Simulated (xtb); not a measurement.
xtb input:

```bash
xtb mol.xyz --gfn 1 --sp --chrg 0 --uhf 0
```
mol.xyz:
```
16

C      2.79441687     0.82361117     0.11889464
C      1.64247629     0.35923602     0.58647393
Se     0.31743099    -0.50261675    -0.47748304
C     -1.26877630     0.03693766     0.59846090
C     -2.46492435    -0.75587317     0.09199237
C     -1.49420227     1.53894535     0.54263206
H      3.53938225     1.23048127     0.79171602
H      3.03931810     0.80584690    -0.93571699
H      1.41265377     0.39297859     1.64615366
H     -1.03090011    -0.27047452     1.61820852
H     -3.35207701    -0.50425646     0.67832325
H     -2.29872754    -1.83060396     0.16951844
H     -2.68028976    -0.51658364    -0.95177177
H     -0.62124737     2.09160744     0.88954375
H     -2.34378688     1.81374564     1.17570033
H     -1.71092064     1.85908592    -0.47797524
```

Question: Which total energy does the run end on?

Answer: -19.28059 Eh (GFN1-xTB).
